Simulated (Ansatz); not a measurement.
Basis-set extrapolation for CH₄ClNOSSi (`N[Si](S)(Cl)C=O`) (PBE0-D4/def2-TZVP geometry, frozen core, Ansatz 0.2.0). Multiplicity 1, RHF reference.

|  | def2-TZVPP | def2-QZVPP |
| --- | --- | --- |
| HF | -1315.689583 | -1315.730499 |
| MP2 correlation | -1.074942 | -1.164711 |
| CCSD(T) correlation | -1.173695 | not run |

Energies in hartree. Use E(X) = E(∞) + A·exp(−7.88·√X) for Hartree–Fock and E(X) = E(∞) + B·X^(−2.97) for correlation, with X = 3 and 4, and add CCSD(T) minus MP2 of the smaller set to the MP2 limit.

Question: What is the CCSD(T) energy at the basis-set limit?

Answer: HF limit: -1315.730499 + (-0.040916) × 0.13774 = -1315.73613. MP2 limit: -1.164711 + (-0.089769) × 0.74074 = -1.23121. Higher-order term: -1.173695 − (-1.074942) = -0.09875. Total: -1317.06609 hartree, 5.52 eV below CCSD(T)/def2-TZVPP.
